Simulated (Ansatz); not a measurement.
1,2-elimination

Start structure (InH$_{2}$ClO$_{2}$, singlet), relaxed at PBE0-D4/def2-TZVP:

In1  (-0.189, 0.272, 0.160)
O2  (1.519, -0.204, -0.700)
O3  (-1.593, -1.086, 0.352)
H4  (-1.319, -1.932, -0.012)
Cl5  (-0.547, 2.412, 0.939)
H6  (2.129, 0.538, -0.739)
(Å)

The step: InH₂ClO₂ ([OH][In]([OH])[Cl]) → InClO + H₂O (still joined by a long In–O bond); bonds formed: O2–H4; bonds broken: O3–H4; bonds weakened to dative contacts: In1–O2. Computed with Ansatz 0.2.0 (basis: def2-TZVPP and def2-QZVPP); correlated methods freeze the cores. Filled d shells of the heavier atoms are correlated. Core potentials replace the inner electrons of the atoms past krypton. The def2 sets are not built for correlating such inner shells, so the correlated values are less sure here. Extrapolation: Hartree–Fock as exp(−7.88 √X), correlation as X^−2.97. Energies below are by CCSD(T) at an estimated basis limit (MP2 extrapolated from triple and quadruple zeta, plus CCSD(T) − MP2 in triple zeta).

Problem. What are the electronic barrier and the energy of the step, from the start structure to the end structure? (Judge from chemistry; the value comes from the calculation.)

Solution. The calculation gives: Barrier 42.87 kcal/mol; step energy 39.51 kcal/mol (uphill); reverse barrier, their difference, 3.36 kcal/mol. Barrier and step energy count from the start structure, the reverse barrier from the end structure.

The saddle point: One imaginary mode of 809i cm⁻¹.
| pair | start (Å) | saddle (Å) | end (Å) |
| --- | --- | --- | --- |
| O2–H4 | 3.39 | 1.13 | 0.99 |
| In1–O2 | 1.97 | 2.24 | 2.42 |
| O3–H4 | 0.96 | 1.39 | 1.91 |

Zero-point energy (harmonic, PBE0-D4): ZPE is 17.15 kcal/mol at the start and 15.39 kcal/mol at the saddle, so the barrier goes from 42.87 to 41.10 kcal/mol.

First-order rate constant out of the start structure at 698 K by transition-state theory, with harmonic vibrational free energies alone and no tunnelling: ΔA‡ = 43.94 kcal/mol, so k = (kB T/h) exp(−ΔA‡/kB T) ≈ 10^-1 s⁻¹ (an order of magnitude at best: rotation, the number of equivalent paths and anharmonicity are left out).

T1 diagnostic: at most 0.023. The restricted Hartree–Fock reference is unstable towards an unrestricted one at one or more of these structures.

Labels in which every atom is bracketed show which atoms are joined, not bond orders.

For scale, one of the runs: CCSD(T)/def2-TZVPP, 182 basis functions, launched by `ansatz run in.yaml --threads 4 --pin off --events-out ev --progress --plain --max-ram 9574MiB`. Hardware: 4 CPU threads of an Arm Neoverse V1, shared host. Wall time 60 s; peak host memory 2 GiB.
